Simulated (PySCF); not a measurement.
A search over the determinants of LiCa⁺

Unrestricted PBE0; PySCF, no relativity, basis sets Li 6-31G(d,p), Ca 6-31G(d,p). Outer shells of the fragments: Li+ closed shells only; Ca 4s2.

Followed along the bond (rough minima from three points):

```tsv
2Ms+1	unpaired	⟨S²⟩ at the start	R at minimum (Å)	Te (eV)
1	none	0.00	3.26	0.00
3	σ ↑, π ↑	2.00	3.08	1.52
3	σ ↑↑	2.00	none in the scan	≤ 1.05
```

Solutions found at the starting distance of 2.975 Å, counted from the lowest of them; the search is not exhaustive and high or unbound solutions are not listed, so other states can lie among these:

```tsv
2Ms+1	unpaired	term	E (eV)	⟨S²⟩	⟨Lz²⟩	μ (D)
1	none	¹Σ⁺	0.00	0.00	0.00	-3.14
3	σ ↑↑	³Σ⁺	1.28	2.00	0.00	-5.06
3	σ ↑, π ↑	³Π	1.46	2.00	1.00	-1.48
1	σ ↑, π ↓	mixed	1.95	1.00	1.01	-1.79
3	σ ↑, δ ↑	³Δ	2.19	2.00	4.00	-4.38
1	σ ↑, δ ↓	mixed	2.30	1.00	4.00	-3.97
```

A term symbol is given only where ⟨S²⟩ and ⟨Lz²⟩ are close to those of a pure state; real π, δ and φ orbitals otherwise mix terms. A positive dipole points towards Ca; it is taken about the centre of mass and depends on that origin.

Counting both spins, an empty level lies below a filled one in some of these solutions, because spin and occupation are held.
